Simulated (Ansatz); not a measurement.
**TiF: state-averaged CASSCF**

Calculated in Ansatz's Gaussian-basis code. State-averaged CASSCF with equal weights; occupations are averaged over the states; levels count from the state that is lowest in CASSCF. Small basis; these aren't basis-limit values. No symmetry is imposed, so a solution can break that of the shape. The lowest solution met needn't be the lowest there is, nor hold the orbitals that a chemist would pick. CASSCF levels without dynamic correlation can be off by over 1 eV. The average may hold one member of a degenerate pair alone.

Geometry: bond length 2.7465 Å. A bond is stretched, to 1.27 times the sum of the covalent radii.

Basis def2-SVP, nonrelativistic, 6 orbitals frozen in the corrections; active space CAS(9,9). Averaged: 2 quartets.

**Question.** Give the levels in order.

**Answer.** 

| state | CASSCF (eV) | SC-NEVPT2 (eV) |
| --- | --- | --- |
| quartet | 0.000 | 0.000 |
| quartet | 0.019 | 0.021 |

Occupations: 1.99, 1.99, 1.98, 1.00, 1.00, 0.51, 0.51, 0.01, 0.01.
